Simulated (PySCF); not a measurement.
Vertical excitation energies

Species: C₇H₈O₂.
SMILES: `C1C/C(C1=C)=C\OC=O`

The calculation used PySCF 2.14.0, density-fitted response routines, TDDFT PBE0/def2-SVPD, vertical, gas phase, core orbitals frozen in the response. The structure is a single GFN2-xTB conformer in the gas phase; no vibrational or solvent corrections. Torsions of this conformer, `[CH2:1]=[C:2]1[CH2:3][CH2:4]/[C:5]1=[CH:6]\[O:7][CH:8]=[O:9]`: C5–C6–O7–C8 180°, C6–O7–C8–O9 0°.

**Question.** What does the calculation give for the low-lying excited states?

**Answer.** 

```tsv
state	E (eV)	ν̃ (cm⁻¹)	f	symmetry	main configurations (H = HOMO, L = LUMO)
S1	4.77	38500	0.470	A′	H→L (97%)
S2	5.57	44960	0.0007	–	H-1→L (74%), H-1→L+1 (25%)
S3	5.87	47310	0.014	A′	H→L+1 (95%)
S4	6.26	50470	0.0004	–	H→L+2 (94%)
S5	6.50	52390	0.132	A′	H-2→L (88%)
S6	6.61	53280	0.0002	–	H-3→L (96%)
```

Triplets (Tamm–Dancoff): T1 2.77 eV, H→L (92%); T2 4.69 eV, H-2→L (64%), H→L+1 (18%), H→L+7 (9%).

The lowest singlet comes at 260 nm (461 kJ/mol) in the ultraviolet; it is strong; its leading configuration is HOMO→LUMO (97%). The lowest level is also the most intense of those listed (f = 0.470). Löwdin shares by element: HOMO carbon 73% or more (atoms not listed hold the other 27%); LUMO carbon 58% or more (atoms not listed hold the other 42%). Orbital energies (eV): HOMO-3 -9.54, HOMO-2 -8.74, HOMO-1 -8.60, HOMO -6.58, LUMO -1.43, LUMO+1 0.07, LUMO+2 0.75. The listed states span 1.83 eV, and the widest gap between neighbours is 0.80 eV (S1 to S2). The oscillator strengths of these states sum to 0.617; summed over the whole spectrum of an exact calculation they would give the number of electrons, 66 (Thomas–Reiche–Kuhn). Symmetry labels in Cs follow from the direction of the transition dipole and are given only for states with f of 0.002 or more. Only the lowest 6 singlets were computed, as vertical energies without vibronic structure.
